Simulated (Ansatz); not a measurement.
`C[O][Al]([F])[SiH3]` → `[CH3][AlH][SiH](O)F`  (isomerisation)

Computed with Ansatz on PBE0-D4/def2-TZVP structures; ΔE is electronic, products minus reactants. CCSD(T)/CBS is the MP2 limit (def2-TZVPP, def2-QZVPP) plus CCSD(T) − MP2 in def2-TZVPP, frozen cores. Functionals use def2-TZVPP. One conformer a species, not always the lowest.

| level | ΔE (kcal/mol) |
| --- | --- |
| ωB97M-V | 2.8 |
| CCSD/CBS(def2) | 3.4 |

(1) What does CCSD(T)/CBS give? (Best estimate.)

Largest T1 diagnostic among the species: 0.013.

## Answers

(1) The calculation gave: +3.3 kcal/mol. The listed levels differ from it by -0.5, 0.1 kcal/mol.

Leaving LDA and LC-ωPBE aside and taking each functional with its dispersion term where it has one, the values, not all of them listed here, spread over 3.4 kcal/mol, from B97M-V to BLYP-D4. From BLYP to BHLYP (50 % exact exchange), in def2-TZVPP and without D4, ΔE moves by −1.0 kcal/mol.

CCSD(T)/CBS has its own doubt, a few kJ/mol and more with outer-core shells, so smaller differences from it don't rank the levels.
